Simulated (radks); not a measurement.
Values are calculated unless marked as measured or tabulated.
Q: The oxygen ion O7+, 1s1. Level of theory: non-relativistic Kohn-Sham, exchange-only LDA, spin-polarised, spherical densities, point nucleus (a radial shooting solver on a logarithmic mesh with Libxc functionals). Every spin shell is full or empty, so the densities are truly spherical. Functionals are evaluated on that one density, not self-consistently. Rank these orbital-free kinetic functionals by their error against the exact value of the orbitals, and give that value: Thomas-Fermi, TF + vW/9, LC94, APBEK, revAPBEK, Perdew 92, Thakkar, LKT, Ernzerhof.

A: Exact: 31.6458 hartree. From best to worst, with 100 (|E| - |E exact|)/|E exact| (equal figures are ties): APBEK +2.13, LC94 +2.29, Thakkar +2.49, TF + vW/9 +2.80, Perdew 92 +2.82, revAPBEK +3.03, Ernzerhof +6.75, Thomas-Fermi -8.31, LKT +62.67.
